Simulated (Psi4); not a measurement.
Conformational energy of SMILES N#C[SiH2]CO. Scanned: dihedral C2–Si3–C4–O5 and dihedral Si3–C4–O5–H10; all other coordinates were relaxed at GFN2-xTB. Points at φ and −φ are mirror images.

Atom numbering (GFN2-xTB optimised geometry, Å):
```
10

N      3.1553    -0.5795     0.5698
C      2.1841    -0.1015     0.1944
Si     0.6057     0.6917    -0.4247
C     -0.8119    -0.4735     0.1041
O     -1.9905     0.1536    -0.3779
H      0.4808     1.9910     0.2348
H      0.6963     0.7681    -1.8823
H     -0.7028    -1.4759    -0.3296
H     -0.8576    -0.5958     1.1938
H     -2.7595    -0.3783    -0.1482
```

Computed with PBE/def2-SVP // GFN2-xTB (Psi4).

Energy in kJ/mol above the lowest grid point; x is the dihedral C2–Si3–C4–O5 (°), y the dihedral Si3–C4–O5–H10 (°).

```csv
y \ x,-150,-120,-90,-60,-30,0,30,60,90,120,150,180
180,9.8,14.8,10.8,6.8,12.7,18.6,12.7,6.8,10.8,14.8,9.8,5.3
150,12.5,16.6,11.3,7.6,14.8,20.6,14.2,9.4,14.2,17.6,10.8,6.7
120,14.0,18.0,11.9,7.8,15.5,21.7,15.6,11.2,16.5,20.1,12.6,7.7
90,10.0,14.5,8.1,2.6,9.6,16.9,12.0,7.5,12.5,16.8,10.7,4.7
60,8.2,13.4,7.7,0.0,5.0,13.2,10.2,5.6,9.7,15.0,11.1,4.9
30,13.5,18.2,14.3,6.5,7.9,14.9,13.4,10.3,13.5,18.8,16.8,12.1
0,19.1,21.5,17.8,13.0,13.7,16.7,13.7,13.0,17.8,21.5,19.1,17.1
-30,16.8,18.8,13.5,10.3,13.4,14.9,7.9,6.5,14.3,18.2,13.5,12.1
-60,11.1,15.0,9.7,5.6,10.2,13.2,5.0,0.0,7.7,13.4,8.2,4.9
-90,10.7,16.8,12.5,7.5,12.0,16.9,9.6,2.6,8.1,14.5,10.0,4.7
-120,12.6,20.1,16.5,11.2,15.6,21.7,15.5,7.8,11.9,18.0,14.0,7.7
-150,10.8,17.6,14.2,9.4,14.2,20.6,14.8,7.6,11.3,16.6,12.5,6.7
```

The six lowest points that lie below all their neighbours on the grid: x = -60, y = 60 (0.0 kJ/mol); x = 60, y = -60 (0.0 kJ/mol); x = 180, y = -90 (4.7 kJ/mol); x = 180, y = 90 (4.7 kJ/mol); x = 180, y = 180 (5.3 kJ/mol); x = -60, y = -60 (5.6 kJ/mol). The lowest path on the grid from the first to the second passes x = 0, y = -60 at 13.2 kJ/mol.
